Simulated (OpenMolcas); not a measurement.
N+: the spin-orbit constant, thermal populations, worked from levels

```json
{"Program": "OpenMolcas", "Basis": "ANO-RCC-VTZP [4s3p2d1f]", "Scalar Hamiltonian": "DKH2, point nucleus", "Active space": "4 electrons in 4 orbitals (2s 2p)", "State averaging": "2S+1 = 3 even, 6 roots; 2S+1 = 1 even, 6 roots; 2S+1 = 5 odd, 1 root; 2S+1 = 3 odd, 9 roots; 2S+1 = 1 odd, 8 roots", "Spin-orbit coupling": "RASSI with atomic mean-field integrals over the reference wave functions, term energies averaged over their components"}
```

Methods: CASSCF; MS-CASPT2, IPEA 0.25 Eh, imaginary shift 0.1 Eh (closed shells correlated: 1s). Measured levels: NIST Handbook of Basic Atomic Spectroscopic Data.

**The spin-orbit constant.** For the Hund term 3P of p2, E(J) = (A/2) J(J+1) + constant and ζ = 2S·A = 2A. From J = 0 to J = 2 the energy changes by 3 A.

| Source | E(2) - E(0) | A | ζ |
| --- | --- | --- | --- |
| CASSCF | 130.9 | 43.6 | 87 |
| MS-CASPT2 | 131.6 | 43.9 | 88 |
| measured | 130.8 | 43.6 | 87 |

All in cm-1. MS-CASPT2 is off by +0.6 % and CASSCF by +0.1 %. Both methods take the spin-orbit matrix elements from the reference wave functions, so the second can move ζ only through the term energies and any multistate remixing. Second-order mixing with other terms is absorbed into this ζ.

**Thermal populations.** Z = Σ (2J + 1) exp(-E/kT) with k = 0.695035 cm-1/K, over the levels below. No other level of either list lies under 90000 cm-1, which is above 7 kT at each temperature.

```tsv
Level	2J + 1	MS-CASPT2	measured
2s2 2p2 3P0	1	0.0	0.0
2s2 2p2 3P1	3	44.3	48.7
2s2 2p2 3P2	5	132	131
2s2 2p2 1D2	5	15370	15316
2s2 2p2 1S0	1	31910	32689
2s 2p3 5S* 2	5	43830	46785
```

| T (K) | Z, MS-CASPT2 | Z, measured levels | Ground level (%), MS-CASPT2 | Ground level (%), measured levels |
| --- | --- | --- | --- | --- |
| 5000 | 8.836 | 8.834 | 11.3 | 11.3 |
| 8000 | 9.179 | 9.180 | 10.9 | 10.9 |
| 12000 | 9.745 | 9.740 | 10.3 | 10.3 |

At 12000 K, kT = 8340 cm-1, and the computed levels give Z = 1.000 + 2.984 + 4.921 + 0.792 + 0.022 + 0.026 = 9.745.

CASPT2 does not keep the components of a term degenerate, so their means are used; among the terms shown or strongly mixed into the levels shown the widest spread is 30 cm-1 (2s2 2p2 1D, MS-CASPT2). Without dynamic correlation excited terms often stand tens of per cent too high (terms of higher spin than the ground term too low), and those without a measured partner can miss by more than the paired ones (holds for CASSCF). Computed and measured levels are paired by configuration, term and J; levels that our copy of the source lacks, or whose pairing is in doubt (as where it misses far off the trend of its configuration), stay unpaired and out of the deviations. Levels of configurations outside the active space are missing.

* marks odd parity.
